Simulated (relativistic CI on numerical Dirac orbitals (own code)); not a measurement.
# Hyperfine structure of Hf⁴⁶⁺, mass number 177

Computed by Dirac-Coulomb-Breit CI, orbitals from a KLI potential per configuration, model QED (radiative potential, 1s self-energy scaled to tabulated hydrogen-like ionisation energies), unscaled Slater integrals (own radial code, finite nucleus).

Configuration list (outside the closed core [Ne]): 3s2 3p6 3d8, 3s2 3p5 3d9, 3s2 3p4 3d10, 3s 3p6 3d9, 3p6 3d10, 3s 3p5 3d10, 3s2 3p6 3d7 4s, 3s2 3p6 3d7 4p, 3s2 3p4 3d9 4s, 3s2 3p6 3d7 4d, 3s2 3p4 3d9 4p, 3s2 3p5 3d8 4s, 3s2 3p6 3d7 4f, 3s2 3p4 3d9 4d, 3s 3p5 3d9 4s, 3s2 3p5 3d8 4p. Levels of other configurations are missing.

Nuclear spin I = 7/2, μ = 0.791 μN, Q = 3.37 b (tables of Stone and Pyykkö). The electronic factors are computed for point nuclear moments, without core polarisation or the Bohr-Weisskopf and QED corrections.

```tsv
Level	E (eV)	A (MHz)	B (MHz)
3s2 3p6 3d8 3F_4	0.000	7801	-165000
3s2 3p6 3d8 3F_3	56.814	11410	-83300
3s2 3p6 3d8 3P_2	65.915	9064	55700
3s2 3p6 3d8 3P_1	71.009	-1248	-87300
3s2 3p6 3d8 1G_4	71.514	12520	-465000
3s2 3p6 3d8 3F_2	120.467	19740	19000
3s2 3p5 3d9 3F°_4	405.756	19450	-1.38e+06
3s2 3p5 3d9 1D°_2	415.043	11290	745000
```

Levels with J = 0, under 50 % of one LS term, or S terms without an open s electron are left out. Small factors come from cancelling terms and can be off by tens of per cent or more.

At this charge energies of transitions that change n are usually good to better than 1 %, and those within a shell (Δn = 0) to a few per cent.

Question: Give the hyperfine levels of 3s2 3p6 3d8 3F_4 relative to its centre of gravity.

Answer: With K = F(F + 1) − I(I + 1) − J(J + 1), E = AK/2 + B[¾K(K + 1) − I(I + 1)J(J + 1)]/[2I(2I − 1)J(2J − 1)]: F = 1/2: -217500, F = 3/2: -185000, F = 5/2: -135000, F = 7/2: -73810, F = 9/2: -10310, F = 11/2: 44160, F = 13/2: 75730, F = 15/2: 68000 MHz.

LS names give the leading component of a level, which can be under half, so a name can repeat, a term be missing and a line seem to break the LS rules.
